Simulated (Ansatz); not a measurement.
`P[SiH]1CN1` + `N=C(F)F` → `FC(F)=NP` + `C1N[SiH2]1` at 700 K and 1 bar (cleavage of the P–Si bond).

Program: Ansatz. Geometries: PBE0-D4/def2-TZVP. ΔE: electronic, gas phase. CBS: MP2 limit from def2 TZ/QZ plus the TZ coupled-cluster correction, frozen cores. Each species was taken in one conformer, which may not be the lowest.

```json
{"species": "`P[SiH]1CN1`", "CCSD(T)/CBS energy (Eh)": "-726.34548", "H − E (kJ/mol)": "253.3", "S (J/(mol·K))": "434.3"}
{"species": "`N=C(F)F`", "CCSD(T)/CBS energy (Eh)": "-292.91376", "H − E (kJ/mol)": "108.1", "S (J/(mol·K))": "323.5"}
{"species": "`FC(F)=NP`", "CCSD(T)/CBS energy (Eh)": "-634.44314", "H − E (kJ/mol)": "148.2", "S (J/(mol·K))": "401.2"}
{"species": "`C1N[SiH2]1`", "CCSD(T)/CBS energy (Eh)": "-384.79623", "H − E (kJ/mol)": "206.6", "S (J/(mol·K))": "348.7"}
```

H − E and S are ideal-gas, rigid-rotor, harmonic terms from PBE0-D4/def2-TZVP, for one conformer and one mirror image of each species. 1 Eh = 2625.50 kJ/mol, R = 8.31446 J/(mol·K).

Task: By hand: ΔE, ΔH, ΔS and ΔG.

Result: ΔE = (-634.44314) + (-384.79623) − (-726.34548) − (-292.91376) = 0.01987 Eh = 52.2 kJ/mol. Δ(H − E) = 148.2 + 206.6 − 253.3 − 108.1 = -6.6, so ΔH = 45.6 kJ/mol. ΔS = 401.2 + 348.7 − 434.3 − 323.5 = -7.9 J/(mol·K). ΔG = 45.6 − 700 × (-7.9)/1000 = 51.1 kJ/mol.

Task: By hand: the equilibrium constant, and the temperature at which ΔG would vanish if ΔH and ΔS stayed fixed.

Result: log₁₀ K = −ΔG/(RT ln 10) = -3.8. ΔH and −TΔS have one sign here, so there is no such temperature.

The number of gas molecules stays the same, so ΔS is small and ΔH decides. A doubt of 5 kJ/mol in ΔE shifts log₁₀ K by 0.4 here. Other conformers and mirror images would add mixing entropy, several J/(mol·K) or more a flexible species. These are equilibria of isolated gas molecules and say nothing of rates. Largest T1 diagnostic: 0.014 (customary marks: 0.02 for closed shells, 0.045 for open ones).

ΔS is within the doubt of such terms, so its sign, and with it that verdict, could turn.
